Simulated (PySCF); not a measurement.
# One molecule, several mistakes: ClGe2H2N

All numbers below are calculated, not measured. The program is PySCF 2.14.0, an open-source quantum chemistry code, run on an isolated molecule that a program drew, which may never have been made. The molecule is ClGe2H2N (charge 0, singlet), drawn as the SMILES string `[Cl][GeH]=[N][GeH]`.

Each row is a Hartree-Fock (HF) and frozen-core CCSD(T) single point in the cc-pV(D+d)Z basis, meant for a local HF minimum. Run 1 is clean. Each other run has one planted mistake out of seven kinds, and not every kind appears here: one electron removed, one electron added, multiplicity raised by two, geometry at a saddle point, minimal basis STO-3G, one bond length entered in bohr, all coordinates scaled. The reference is restricted for singlets and unrestricted otherwise, and also for a bond in bohr. Adding or removing an electron swaps singlet and doublet. Electrons count all cores. HOMO and LUMO are orbital energies over both spins, the gradient is its largest component, and the lowest frequency (negative if imaginary) is given only where the gradient is small. Bond lengths are over the 5 bonds as drawn. T1 is the CCSD diagnostic: over 0.02 (restricted) or 0.045 (unrestricted) a single reference is doubtful. Germanium has the cc-pVDZ-PP basis, with a core potential (ECP10MDF) in place of its 10 inner electrons, and its 3s, 3p and 3d shells are frozen in CCSD(T).

Geometry of the clean run:
```xyz
6
ClGe2H2N, angstrom
Cl   -0.1231   -0.3784   -0.2894
Ge    1.2837   -0.2502    1.3292
N     1.5759    1.1211    2.1917
Ge    1.1779    2.7157    2.9640
H     1.9555   -1.5952    1.4452
H     2.3258    3.5546    2.2358
```

| run | electrons | basis functions | <S^2> | HOMO (eV) | LUMO (eV) | gradient (hartree/bohr) | lowest frequency (cm^-1) | mean bond (Å) | longest bond (Å) | T1 | HF (hartree) | CCSD(T) (hartree) | mistake |
|---|---|---|---|---|---|---|---|---|---|---|---|---|---|
| 1 | 90 | 93 | 0.000 | -8.23 | 1.21 | 9.6e-06 | 42 | 1.7431 | 2.148 | 0.0213 | -1101.84733 | -1102.37802 | no fault |
| 2 | 91 | 93 | 1.234 | -0.62 | 6.22 | 4.7e-02 | - | 1.7431 | 2.148 | 0.0601 | -1101.83792 | -1102.37494 | one electron added |
| 3 | 89 | 93 | 0.790 | -15.67 | -6.40 | 7.5e-02 | - | 1.7431 | 2.148 | 0.0276 | -1101.58091 | -1102.08610 | ? |
| 4 | 90 | 93 | 0.000 | -8.18 | 1.29 | 1.0e-02 | - | 1.7240 | 2.125 | 0.0207 | -1101.84643 | -1102.37456 | ? |

**Which mistake was planted in run 3, and what did it cost?**

It counts 89 electrons, one fewer than the clean run, at the same geometry and basis. So the mistake is: one electron removed. Subtracting run 1 and multiplying by 627.51 kcal/mol a hartree, the energy moved by 167.2 kcal/mol in HF and 183.2 kcal/mol in CCSD(T).

**Which mistake was planted in run 4, and what did it cost?**

The mean and the longest bond both change by the same factor, 0.989, and the gradient is no longer small. So the mistake is: all coordinates scaled. Subtracting run 1 and multiplying by 627.51 kcal/mol a hartree, the energy moved by 0.6 kcal/mol in HF and 2.2 kcal/mol in CCSD(T).

Cautions from the logs. Run 1: T1 is over the limit, so its CCSD(T) energy is less reliable; run 2: T1 is over the limit, so its CCSD(T) energy is less reliable and the added electron raises the CCSD(T) energy, so it isn't bound in this basis; run 4: T1 is over the limit, so its CCSD(T) energy is less reliable.
